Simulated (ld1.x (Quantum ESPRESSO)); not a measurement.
indium (In): one change to an RRKJ potential, before and after

* Element: indium
* Generator: ld1.x (Quantum ESPRESSO) 7.5
* Type: norm-conserving RRKJ (Kleinman–Bylander form)
* Functional: PBE
* Relativity: scalar-relativistic
* Frozen core: [Kr]
* Valence charge: 13
* Reference configuration: 4d10 5s1 5p0 (charge +2)
* Partial waves: 5p (bound, empty): rc 1.85 bohr; 4d (bound): rc 1.55 bohr; 5s (bound): rc 2.15 bohr
* Local potential: the s channel
* Core correction: none
* rho0: 0.01

All-electron outer shells of the reference configuration (PBE, scalar-relativistic, ld1.x):

```json
{"shell": "4p", "level (eV)": "-96.19", "outermost node (bohr)": "0.42", "outermost maximum (bohr)": "0.82"}
{"shell": "4d", "level (eV)": "-36.53", "outermost node (bohr)": "0.40", "outermost maximum (bohr)": "0.94"}
{"shell": "5s", "level (eV)": "-23.67", "outermost node (bohr)": "1.02", "outermost maximum (bohr)": "2.06"}
{"shell": "5p", "level (eV)": "-16.22", "outermost node (bohr)": "1.13", "outermost maximum (bohr)": "2.45"}
```

Change: core correction a·sin(br)/r model core inside 1.20 bohr.

Cutoffs: the cutoffs (Ry, on a coarse ladder) from which the occupation-weighted sum of valence levels, in a spherical-Bessel basis at the reference potential, stays within 10 and 1 mRy of its value at 400 Ry; they do not see the model core or the augmentation charge, which bear on the density cutoff. Errors are all-electron minus pseudo energies relative to the spin-unpolarised reference configuration.

Problem. How do hardness, ghosts and transferability respond?

Solution. The potential gets neither clearly harder nor softer (70 Ry and 80 Ry → 70 Ry and 80 Ry); both files keep a bound ghost (p); of the 7 tests that both files solve, the error grows in 1 and shrinks in 6 by more than 15 % and 0.3 meV (median size 35.8 → 2.7 meV). A model core, the more so a compact one, raises the density cutoff, which this test does not measure.

```csv
quantity,base,changed
"cutoff, loose",70 Ry,70 Ry
"cutoff, tight",80 Ry,80 Ry
bound ghosts,p,p
"error for 4d10 5s2 5p1, meV [ΔE -24.60 eV]",+43,+1.2
"error for 4d10 5s2 5p0, meV [ΔE -19.23 eV]",+21,-2.7
"error for 4d10 5s0 5p0, meV [ΔE 28.32 eV]",+26,-20
"error for 4d9 5s2 5p2, meV [ΔE -6.29 eV]",-217,-320
"error for 4d10 5s1 5p2, meV [ΔE -18.76 eV]",+36,+6.6
"error for 4d10 5s2 5p1.3, meV [ΔE -25.13 eV]",+47,+2.5
"error for 4d10 5s1 5p1, meV [ΔE -12.64 eV]",+16,+2.6
s: phases at 2.34 bohr within 0.05 rad from the reference energy up to (Ry; the scan ends near 5),2.3,2.3
p: phases at 2.34 bohr within 0.05 rad from the reference energy up to (Ry; the scan ends near 5),3.6,3.6
d: phases at 2.34 bohr within 0.05 rad from the reference energy up to (Ry; the scan ends near 5),-0.6,-0.6
```

 A true bound ghost makes a file unfit for plane-wave use even where its test errors are small: the radial tests pick states by their node count and pass the ghost by.
